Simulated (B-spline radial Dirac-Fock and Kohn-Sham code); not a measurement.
In the model described below, a K (1s) vacancy in copper as Cu²⁰⁺, configuration [He] 2s2 2p5, lives for 0.62 fs, which corresponds to a natural width of 1.06 eV. Out of 1000 such holes, about 500 decay by emitting a photon and the rest by ordinary Auger emission. The strongest X-ray line is Kα1 (K-L3) at 8127.4 eV, with 66 % of the radiative rate. The strongest electron group is K-L2L3 near 6187 eV, with 37 % of the non-radiative rate.

Model: one-electron (LDA, Dirac) transition rates at Dirac-Fock energies. Program: a radial B-spline solver.

Values without a named source are computed, but for edge energies of neutral atoms, which are taken from tables.
